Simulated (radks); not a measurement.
Results of a calculation; reference values are marked as such.
Ionisation of La2+, [Xe] 5d1, to La3+, [Xe], under several functionals. Scalar-relativistic Kohn-Sham, spin-polarised, spherical densities, finite nucleus; open shells are filled with parallel spins first (spin-orbit coupling, left out, can overturn this in heavy ions); a radial shooting solver on a logarithmic mesh with Libxc functionals.

functional	E(La2+) (hartree)	Exc (hartree)	IE (eV)	-e(HOMO) (eV)	<r> HOMO (bohr)	IE error (eV)
exchange-only LDA	-8480.4500	-190.8506	18.089	14.092	2.644	-1.089
BP86	-8493.6456	-204.1539	19.155	15.076	2.566	-0.022
OLYP	-8495.4706	-206.1067	19.072	14.875	2.569	-0.105
SCAN	-8493.8621	-203.9333	18.632	14.720	2.573	-0.546
MS2 meta-GGA	-8492.1402	-202.4298	18.784	14.812	2.574	-0.394
SOGGA	-8488.6001	-199.0776	19.015	14.916	2.575	-0.162
r2SCAN	-8493.3608	-203.3892	18.672	14.738	2.563	-0.505

NIST Atomic Spectra Database: 19.177 eV (measured). Closest: BP86. The Delta-SCF values span 1.07 eV, the total energies 15.02 hartree. The highest occupied level is 5d. Open shells are spherical and high-spin; term and fine-structure splittings are not resolved. Spin-orbit splitting is averaged out at the scalar-relativistic level.
